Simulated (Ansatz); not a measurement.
Consider the substitution at a C–C bond: `CC(=N)[SiH3]` + `[NH2][Ga]([F])[F]` → `C[NH][Ga]([F])[F]` + `N=C[SiH3]`.

Gas-phase electronic energies from Ansatz, PBE0-D4/def2-TZVP geometries. CCSD(T)/CBS adds triple-zeta CCSD(T) − MP2 to the extrapolated MP2 energy (def2 sets, frozen cores). Functionals use def2-TZVPP. B3LYP here is the variant with VWN-RPA as its local correlation; programs differ in this. For Ga outer-core shells are correlated without core-valence functions, which leaves a few kJ/mol of doubt a bond. Scalar relativity is left out up to krypton. Each species was taken in one conformer, which may not be the lowest.

`CC(=N)[SiH3]`:

Cartesian coordinates in Å:
```
C -1.202 0.866 -0.430
C 0.209 0.375 -0.332
N 1.117 0.983 -0.984
Si 0.562 -1.136 0.767
H -1.858 0.078 -0.815
H -1.253 1.734 -1.090
H -1.584 1.139 0.559
H 2.033 0.556 -0.837
H 2.018 -1.424 0.692
H -0.214 -2.315 0.296
H 0.172 -0.857 2.175
```

`[NH2][Ga]([F])[F]`:

Z-matrix (Å, degrees):
```
N
Ga 1 1.790
H 1 1.006 2 121.0
H 1 1.006 2 121.0 3 -152.9
F 2 1.739 1 122.4 3 -15.2
F 2 1.739 1 122.4 3 168.4
```

`C[NH][Ga]([F])[F]`:

Z-matrix (Å, degrees):
```
C
N 1 1.448
H 1 1.095 2 111.8
H 1 1.095 2 111.8 3 121.5
H 1 1.091 2 110.0 3 -119.3
Ga 2 1.786 1 126.3 3 119.3
H 2 1.006 1 114.8 3 -60.8
F 6 1.740 2 123.1 1 180.0
F 6 1.742 2 121.4 1 -0.0
```

`N=C[SiH3]`:

Z-matrix (Å, degrees):
```
Si
C 1 1.889
H 1 1.488 2 108.9
H 1 1.481 2 109.8 3 -121.3
H 1 1.488 2 108.9 3 117.3
N 2 1.269 1 119.7 3 121.5
H 2 1.102 1 118.3 3 -58.6
H 6 1.023 2 111.5 1 180.0
```

Is it downhill or uphill in electronic energy at CCSD(T)/CBS, and by how much? (An estimate is asked.)

Computed: Uphill: ΔE = +0.69 eV.

What do these levels give: B3LYP-D4, PBE-QIDH, r2SCAN, B3LYP, CCSD(T)/def2-TZVPP, HF/def2-QZVPP? (Estimate.)

Ansatz gave: B3LYP-D4 0.66, PBE-QIDH 0.71, r2SCAN 0.73, B3LYP 0.64, CCSD(T)/def2-TZVPP 0.67, HF/def2-QZVPP 0.60 eV.

Largest T1 diagnostic among the species: 0.014.

In def2-TZVPP, CCSD(T) changes the Hartree–Fock value by +0.07 eV (the triples alone add +0.02 eV) and MP2 by +0.12 eV. Leaving LDA and LC-ωPBE aside and taking each functional with its dispersion term where it has one, the values, not all of them listed here, spread over 0.08 eV, from BLYP-D4 to B97M-V. LDA lies +0.07 eV from PBE without D4. At CCSD(T), def2-SVP lies −0.12 eV from the extrapolated value and def2-TZVPP −0.02 eV.
